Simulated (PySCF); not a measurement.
# Structure from NMR data

An unknown has the formula C$_{7}$H$_{11}$N. Its calculated NMR data are:

¹H NMR (400 MHz, computed): δ 2.54 (m, 2H), 2.37 (m, 1H), 2.23 (m, 1H), 2.14 (d, 2H), 1.17 (m, 2H), 1.11 (d, 3H).

¹³C{¹H} NMR (computed): δ 123.3 (C), 36.1 (CH2), 29.0 (CH), 26.4 (CH2), 26.0 (CH3), 26.0 (CH).

Averaged over atoms made equivalent by symmetry, fast rotation or ring inversion, non-relativistic, single conformer, in vacuum. Geometry: GFN2-xTB; PBE0/pcSseg-1 with gauge-including orbitals; PySCF 2.14.

Scale: ¹H and ¹³C vs TMS (reference shieldings calculated alike).

Question: Which of these isomers gave the spectra?
A. C=NC(=C)C/C=C/C
B. [H]/N=C\[C@]12CC[C@H](C1)C2
C. C[C@H]1C[C@@H](CC#N)C1
D. C=C1CC[C@H]1/C=N\C

Answer: C. 

The formula gives 3 degrees of unsaturation (1 ring in the answer). 6 carbon signals for 7 carbons: some carbons are equivalent by symmetry or fast rotation. Carbon types of the structure: 1 × C, 2 × CH, 3 × CH2, 1 × CH3, which accounts for all hydrogens. δC 123.3: nitrile carbon; C≡N carbons fall here, among the sp2 signals but without a proton. δC 36.1: sp3 CH2 in a ring; aliphatic region, no heteroatom directly attached. δC 29.0, 26.0: sp3 CH in a ring; a saturated carbon with 3 carbon neighbours and no heteroatom attached. δC 26.4: sp3 CH2 α to a nitrile; saturated and bonded to C and H only. δH 1.11: hydrogen on a methyl carbon; far from electronegative atoms and π systems.

The others: C=NC(=C)C/C=C/C would give 7 carbon signals, not 6; C=C1CC[C@H]1/C=N\C would give 7 carbon signals, not 6; [H]/N=C\[C@]12CC[C@H](C1)C2 has carbons computed at 180.1, 58.7, 40.7, 37.2, 32.7, 31.4, with a different DEPT pattern.

Shifts are as computed. Against solution values, carbons near 30 ppm lie about +3 ppm off and those near 130 ppm about +5 ppm. Of 1211 compounds with measured shifts, 218 miss one by over three times the rms of a fit or turn the order of signals round; such compounds aren't used in these exercises. No couplings were computed; multiplicities are counted from neighbouring protons, with m where these are inequivalent, close in shift, in a saturated or five-membered ring or joined by F or P, and br s for small geminal =CH2 splittings.
